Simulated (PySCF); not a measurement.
Calculation: B3LYP-D3(BJ)/def2-TZVP // PBE0-D4/def2-TZVP (PySCF 2.14.0). All species are isolated molecules in the gas phase. One relaxed conformer stands for a flexible species; it need not be the lowest. B3LYP has the VWN-RPA correlation part, as in Gaussian. 

Reference species (SMILES): `B` (neutral, multiplicity 1).

```yaml
HOMO: -9.73 eV
HOMO–LUMO gap: 7.51 eV
LUMO: -2.22 eV
```

Changed species: `OB(O)O` (3 of 3 H replaced by OH; the reference has 0 of 3 H replaced by OH).

### Question
Predict the effect on the HOMO, HOMO–LUMO gap and LUMO.

### Answer
the HOMO goes up by 0.83 eV, to -8.90 eV; the HOMO–LUMO gap rises by 1.11 eV, to 8.62 eV; the LUMO rises by 1.94 eV, to -0.28 eV.
